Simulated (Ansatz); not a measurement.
Geometry optimisation, Ansatz, UKS PBE/def2-SVP.

Input file:

```yaml
crystal:
  periodic: [false, false, false]
  atoms:
    - { symbol: Ti, position_ang: [0.077272, -0.108021, 0.517836] }
    - { symbol: Cl, position_ang: [-1.703799, 0.452803, 2.042134] }
    - { symbol: O, position_ang: [1.745529, -0.114579, -0.170041] }
    - { symbol: H, position_ang: [2.519813, -0.501343, 0.288504] }
    - { symbol: F, position_ang: [-0.547163, 1.310981, -0.318858] }
    - { symbol: F, position_ang: [-0.679643, -1.524529, -0.158809] }
    - { symbol: F, position_ang: [0.801692, -0.467411, 2.225034] }
magnetization:
  spin_polarized: true
  initial_magnetization: 1
basis:
  gaussian: { orbitals: def2-SVP }
hamiltonian:
  xc: pbe
relax:
  f_tol: 0.03
  max_steps: 50
```

Launched with:

```bash
$ ansatz run input.yaml --threads 4 --pin off --max-ram 5120MiB --backend cpu --events-out ev --progress --plain --runs-dir out
```

Q: Where does it end, and by what steps?

A: It converged. After 16 steps the energy has fallen by 0.311 eV; F7 moved furthest, 0.59 Å.

```csv
step,energy less start (eV),largest force component (eV/Å),accepted
0,0.0000,0.839,yes
1,-0.2116,0.648,yes
2,-0.1991,0.905,no
3,-0.2657,0.400,yes
4,-0.2864,0.186,yes
5,-0.2954,0.133,yes
6,-0.2973,0.112,yes
7,-0.3016,0.294,yes
8,-0.3023,0.168,yes
9,-0.3051,0.072,yes
10,-0.3086,0.037,yes
11,-0.2582,1.490,no
12,-0.3087,0.131,yes
13,-0.3106,0.080,yes
14,-0.3048,0.586,no
15,-0.3109,0.034,yes
16,-0.3110,0.021,yes
```

```xyz
7
Properties=species:S:1:pos:R:3
Ti 0.199 -0.033 0.480
Cl -1.933 0.141 2.270
O 1.876 -0.124 -0.089
H 2.540 -0.836 -0.119
F -0.432 1.397 -0.300
F -0.513 -1.521 -0.103
F 0.477 0.024 2.287
```

Whether the end is a true minimum wasn't checked by a vibrational analysis.

The run took 44 s on 4 threads of Arm Neoverse V2, on a shared host, peak memory 0.24 GiB.
